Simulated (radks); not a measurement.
Initial-state core-level shifts of neutral copper when its valence configuration changes from [Ar] 3d10 4s1. Method: non-relativistic Kohn-Sham, PBEsol, spin-polarised, spherical densities, point nucleus; open shells are filled with parallel spins first; computed with a radial shooting solver on a logarithmic mesh with Libxc functionals. Shifts are changes of the shell-averaged eigenvalues in eV (positive: less bound); the change of the density at the nucleus, which sets a Mossbauer isomer shift, is in e/bohr^3, on a base of 1.661e+04.

| valence | 2s | 2p | 3s | 3p | density at nucleus |
|---|---|---|---|---|---|
| 3d9 4s1 4p1 | -7.645 | -7.590 | -7.201 | -7.088 | +2.519 |
| 3d9.5 4s1.5 | -2.824 | -2.796 | -2.603 | -2.551 | +3.605 |
| 3d10 4p1 | -1.885 | -1.896 | -2.042 | -2.055 | -5.015 |
| 3d9 4s2 | -6.081 | -6.021 | -5.534 | -5.419 | +7.936 |
| 3d10 4s0.5 4p0.5 | -0.993 | -0.998 | -1.071 | -1.077 | -2.413 |
| 3d8 4s2 4p1 | -15.591 | -15.458 | -14.039 | -13.768 | +13.041 |
| 3d9.5 4s0.5 4p1 | -4.539 | -4.519 | -4.451 | -4.406 | -1.636 |
| 3d9.5 4s1 4p0.5 | -3.648 | -3.623 | -3.495 | -3.446 | +1.139 |
| 3d8 4s1 4p2 | -16.715 | -16.581 | -15.218 | -14.940 | +6.006 |
